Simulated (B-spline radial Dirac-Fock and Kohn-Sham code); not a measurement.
Z = 42 (molybdenum), transition energy 130 keV. These are calculated numbers from a radial finite-basis atomic code; the model is a Dirac-Hartree-Slater potential of the neutral atom with a Latter tail (no hole, which puts coefficients of high multipoles low close above an edge), finite nucleus with surface currents. Subshells that would emit electrons below 1 keV are left out.

Question: A pure transition shows α(K) = 0.860, L1/L2 = 10.4 and L1/L3 = 11.7. What is its multipolarity?
A. M2
B. E1
C. E4
D. E3
E. M3
F. M4
G. E2
H. M1

Answer: A. For comparison, α(K), L1/L2, L1/L3 are E1 0.0519, 15.8, 10.4; E2 0.389, 2.83, 2.31; E3 2.41, 0.693, 0.637; E4 14.4, 0.238, 0.231; M1 0.107, 18.9, 58.0; M3 6.07, 6.64, 3.20; M4 42.5, 4.72, 1.45.
